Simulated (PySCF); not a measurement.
# Distorted geometries of [Dy(H2O)2]2+

[Dy(H2O)2]2+ (singlet in the valence; each metal's 4f electrons, 10 of them, lie in its core potential, out of spins and levels). PySCF 2.14.0, RKS BP86, Dy lcecp-0-SVP with ECP56, O def2-SVP, H def2-SVP; non-relativistic Hamiltonian with scalar-relativistic core potentials where named; density fitting; no spin-orbit coupling. Relaxed geometry:

```xyz
7

Dy    0.0000    0.0000    0.0000
O     0.0000    0.0000    2.4395
H     0.5456    0.5456    3.0538
H    -0.5456   -0.5456    3.0538
O     0.0000    0.0000   -2.4395
H     0.5456   -0.5456   -3.0538
H    -0.5456    0.5456   -3.0538
```

Q: Order these distorted geometries by energy above the relaxed one, lowest first.
A.
```xyz
7

Dy   -0.1866   -0.4277    0.0981
O     0.0225    0.0579    2.3877
H     0.6173    0.6648    3.1575
H    -0.5159   -0.4181    3.2710
O    -0.1092   -0.0398   -2.6108
H     0.5527   -0.4667   -3.1990
H    -0.3808    0.6296   -3.1045
```
B.
```xyz
7

Dy    0.0291   -0.0929   -0.0029
O     0.0773    0.0290    2.4318
H     0.5467    0.5712    3.0456
H    -0.5424   -0.5770    3.0059
O    -0.0803    0.0527   -2.3666
H     0.5433   -0.5266   -3.1131
H    -0.5737    0.5437   -3.0007
```
C.
```xyz
7

Dy    0.1184    0.2622    0.0511
O    -0.1575   -0.2923    2.4708
H     0.4919    0.5560    3.1439
H    -0.2074   -0.5752    2.9766
O    -0.2616    0.2237   -2.5284
H     0.5540   -0.7820   -2.9331
H    -0.5378    0.6075   -3.1809
```

A: B (0.55 eV), A (1.43 eV), C (15.87 eV).

Q: Which forces (eV/Å) act in the one that lies 15.87 eV up?

A: 
```
Dy   -0.53  -0.10  -0.47
O    12.33  51.75 -79.95
H    -2.40  -2.71  -2.99
H    -9.71 -48.75  82.66
O     9.18 -11.81  13.31
H    -3.59   4.31   0.83
H    -5.28   7.30 -13.39
```
Forces carry noise of the integration grid, about 0.01 to 0.03 eV/Å.

A frequency check found unstable modes (2, the lowest at -16 cm⁻¹), so the relaxed geometry is a saddle point, or these are noise. An lcecp potential fixes the number of 4f electrons, so in runs with it no electron can move into or out of that shell; real Dy(II) is rare or takes another configuration.
